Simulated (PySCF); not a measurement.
S4, SMILES S1SSS1.

Geometry: B3LYP-D3(BJ)/def2-SVP.

Two levels are set side by side: TDA-PBE/def2-SVPD (PySCF) and ADC(2)/aug-cc-pVDZ (PySCF). Vertical, same geometry; the bases differ. Differences are taken from unrounded values.

```tsv
quantity	ADC(2)	TDA-PBE	TDA-PBE minus ADC(2)
lowest singlet excitation (eV)	1.75	1.31	-0.45
```

Functionals without exact exchange tend to place singlet excitations lower, as here. Differences between two approximate levels are no errors against the true value.

Rough cost on one machine, each run with all the roots and properties that it gave: ADC(2) against TDA-PBE about 40 times.
